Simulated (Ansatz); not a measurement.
Species: CCl3, SMILES `Cl[C](Cl)Cl` (charge 0, multiplicity 2).

### Question
Give a relaxed geometry from Ansatz (an electronic-structure program) with PBE0-D3(BJ)/def2-TZVP.

### Answer
the end point of this relaxation (outside a Z-matrix the atoms follow the SMILES, hydrogens last).
Z-matrix (Å, degrees):
```
C
Cl 1 1.7004
Cl 1 1.7004 2 117.34
Cl 1 1.7005 2 117.34 3 148.14
```
